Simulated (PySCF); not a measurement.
## Spinor energies of C³⁺ (carbon, charge +3)

Start: [He] 2s1; 2s1/2 filled at m_j = +1/2. Calculated with PySCF 2.14 in x2c-TZVPPall-2c: generalised Hartree-Fock with the X2C-1e Hamiltonian and a Gaussian nucleus; one run each with spin-orbit coupling (SO) switched off, then screened by Boettger's factors.

| spinor shell | electrons | ε, spin-free (eV) | ε, screened SO (eV) | weight of nominal j (screened SO) | rms radius, screened SO (bohr) |
| --- | --- | --- | --- | --- | --- |
| 1s1/2 | 2 | -367.02 | -367.02 | 1.000 | 0.310 |
| 2s1/2 | 1 | -64.371 | -64.371 | 1.000 | 1.38 |

```
   quantity  spin-free  screened SO
E (hartree)  -34.73962    -34.73962
        M_J        1/2          1/2
       ⟨J²⟩      0.750        0.750
       ⟨L²⟩      0.000        0.000
       ⟨S²⟩      0.750        0.750
```

Each row is a mean over spinors that exchange with the open shell spreads, by up to 2.315 eV (1s1/2).

Without spin-orbit coupling the j labels of p, d and f shells carry no meaning; the spin-free column gives the mean over the occupied spinors of each nl shell.
